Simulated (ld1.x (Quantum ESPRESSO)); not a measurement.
Transferability test, TM potential for Mg (Z = 12)

```
Element                 : Mg (Z = 12)
Generator               : ld1.x (Quantum ESPRESSO) 7.5
Type                    : norm-conserving Troullier–Martins (Kleinman–Bylander form)
Functional              : BP86
Relativity              : non-relativistic
Frozen core             : [He] 2s2
Valence charge          : 8
Reference configuration : 2p6 3s2 3p0
Partial waves           : 2p (bound): rc 1.15 bohr; 3s (bound): rc 2.20 bohr
Local potential         : the s channel
Core correction         : none
```

Energies are relative to the spin-unpolarised reference configuration 2p6 3s2 3p0; without spin polarisation the order of configurations can differ from experiment.

**Question.** Give the all-electron excitation energy and the error of the potential for: 2p6 3s1 3p0; 2p6 3s0 3p0; 2p6 3s1.5 3p0; 2p6 3s1 3p1; 2p6 3s0 3p2; 2p6 3s0 3p1; 2p5 3s2 3p0.

**Answer.**

```csv
valence configuration,charge,ΔE all-electron (eV),error AE − PS (meV)
2p6 3s1 3p0,+1,8.073,+3.7
2p6 3s0 3p0,+2,22.961,+20
2p6 3s1.5 3p0,+0.5,3.199,+0.8
2p6 3s1 3p1,0,3.487,-508
2p6 3s0 3p2,0,7.158,-1216
2p6 3s0 3p1,+1,12.387,-913
2p5 3s2 3p0,+1,58.722,-703
```

Levels in the configuration 2p6 3s1.5 3p0:

```csv
level,all-electron (eV),pseudo (eV)
2p,-51.050,-51.001
3s,-8.033,-8.030
```

ld1.x printed “convergence not achieved” for 1 of the counted tests; its residual had stalled under 1e-8, short of the target of 1e-14.
